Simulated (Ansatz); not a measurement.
Job for Ansatz (a quantum-chemistry and plane-wave program): R-RI-MP2/aug-cc-pV(T+d)Z on CH5ClO (a complex), monomers drawn apart or pushed together. Files ending in .json are basis or fitting sets from the Basis Set Exchange.

Ansatz 0.2 input:
```yaml
crystal:
  periodic: [false, false, false]
  atoms:
    - {symbol: O, position_ang: [0.14541781, 0.25791158, 0.11241167]}
    - {symbol: H, position_ang: [-0.43692279, 0.42195430, 0.86624213]}
    - {symbol: H, position_ang: [-0.41687628, -0.13738397, -0.56120688]}
    - {symbol: C, position_ang: [0.84354915, -0.86989294, 2.91145230]}
    - {symbol: Cl, position_ang: [-0.77665163, -0.08498072, 3.02167000]}
    - {symbol: H, position_ang: [1.15230803, -0.83791455, 1.87133360]}
    - {symbol: H, position_ang: [1.52682544, -0.31001691, 3.54194481]}
    - {symbol: H, position_ang: [0.74157575, -1.89145822, 3.26359090]}
basis:
  gaussian:
    orbitals: aug-cc-pV_T+d_Z.json
    fitting: {mean_field: def2-universal-JKFIT, correlation: aug-cc-pVTZ-RIFIT.json}
magnetization: {spin_polarized: false}
correlation: {method: mp2, electrons: outside_noble_gas}
scf: {lower_state_search: off}
```

**Question.** Predict the final total energy.

**Answer.** -575.8645 hartree.
